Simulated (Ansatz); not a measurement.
Question: Name a neutral molecule of B, F, Ge, S and H with size of the dipole moment (B3LYP/def2-TZVPP) between 1.05 and 1.35 D and LUMO energy (PBE/def2-TZVPP) between -3.00 and -2.70 eV (Ansatz, PBE0-D4/def2-TZVP geometry).

Answer: `F[BH][GeH2][SH]` (1.17 D, -2.87 eV). Other molecules can fit too; these were computed, each in one conformer that needn't be the lowest.

B3LYP here is the variant with VWN-RPA as its local correlation; programs differ in this.
